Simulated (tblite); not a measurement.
Species: C₄H₁₂BN.
SMILES with atom numbers: `[BH3-:1][NH2+:2][CH2:3][CH2:4][CH:5]=[CH2:6]` (hydrogens: H7, H8, H9 on B1; H10, H11 on N2; H12, H13 on C3; H14, H15 on C4; H16 on C5; H17, H18 on C6)

Geometry (GFN2-xTB, Å), atoms numbered from 1 in this order:
```xyz
18
C4H12BN angstrom
B      1.9725    0.8027    0.2690
N      1.1248   -0.1182   -0.8021
C      0.3596   -1.2369   -0.2477
C     -0.9471   -0.7260    0.3647
C     -1.8379   -0.1645   -0.7006
C     -1.9778    1.1284   -0.9325
H      2.7152    0.0557    0.8276
H      1.1914    1.3173    1.0060
H      2.5455    1.6011   -0.4092
H      0.4921    0.5110   -1.2927
H      1.8264   -0.4504   -1.4545
H      0.9712   -1.7100    0.5224
H      0.1362   -1.9738   -1.0300
H     -1.4462   -1.5523    0.8731
H     -0.7005    0.0429    1.0960
H     -2.3455   -0.8916   -1.3231
H     -2.6061    1.5059   -1.7220
H     -1.4825    1.8651   -0.3208
```

All values are computed: GFN2-xTB (tblite) harmonic vibrations without scaling, gas phase. Against measured fundamentals such values can be off by several per cent, at times by over 20. Modes of hydrogen on boron can be 10 to 20 % off. One conformer, not necessarily the lowest.

Harmonic wavenumbers (cm⁻¹): 62.7, 78.5, 115.3, 197.5, 249.7, 324.7, 401.2, 431.6, 628.2, 629.7, 667.5, 859.6, 871.5, 904.4, 930.6, 958.4, 971.7, 1016.9, 1028.7, 1089.8, 1111.8, 1125.9, 1163.3, 1176.0, 1216.3, 1252.2, 1256.2, 1264.3, 1284.1, 1315.3, 1347.8, 1409.2, 1460.7, 1464.8, 1499.2, 1713.0, 2426.1, 2440.3, 2465.8, 2910.9, 2992.0, 2998.2, 3019.6, 3046.1, 3097.9, 3125.1, 3339.2, 3407.0.

A = 5285, B = 2242, C = 1876 MHz; mass 85.106 u (most abundant isotopes); point group C1, symmetry number 1.

Q: What is the zero-point energy?

A: Half the sum of the wavenumbers: 34373 cm⁻¹ = 98.28 kcal/mol.

Q: Give the ideal-gas entropy at 350 K and 1 bar in the rigid-rotor, harmonic-oscillator model (classical rotation).

A: Translation 40.06, rotation 27.55, vibration 25.23: S = 92.8 cal/(mol K).

Q: And Cp and H(350 K) − H(0)?

A: Cp = 36.00 cal/(mol K), of which vibrations give 28.05 (their classical limit is 48 R = 95.4); H(350 K) − H(0) = 7.46 kcal/mol without the zero-point energy, 4.68 from vibrations.

Q: Which modes carry the vibrational entropy at 350 K?

A: 62.7 cm⁻¹: 4.69; 78.5 cm⁻¹: 4.24; 115.3 cm⁻¹: 3.49; 197.5 cm⁻¹: 2.46; 249.7 cm⁻¹: 2.02; 324.7 cm⁻¹: 1.55 cal/(mol K); the other 42 give 6.78 together.

Q: Blend soft modes into free rotors: weight 1/[1 + (100 cm⁻¹/ν̃)⁴] for the oscillator and the rest for a rotor with moment μB/(μ + B), μ = h/(8π²ν), B = 10⁻⁴⁴ kg m². What vibrational entropy results?

A: 23.24 cal/(mol K) in place of 25.23, which changes −T·S at 350 K by +0.69 kcal/mol.

Q: What must be added to the electronic energy to get the Gibbs energy at 350 K and 1 bar?

A: ZPE + [H(350 K) − H(0)] − T·S = 98.28 + 7.46 − 32.49 = 73.25 kcal/mol.

Hindered rotation and anharmonicity are outside this model. Other conformers, if any are populated, would add a mixing term that is left out. The structure is chiral; the term R ln 2 for an equal mix with its mirror image is left out.
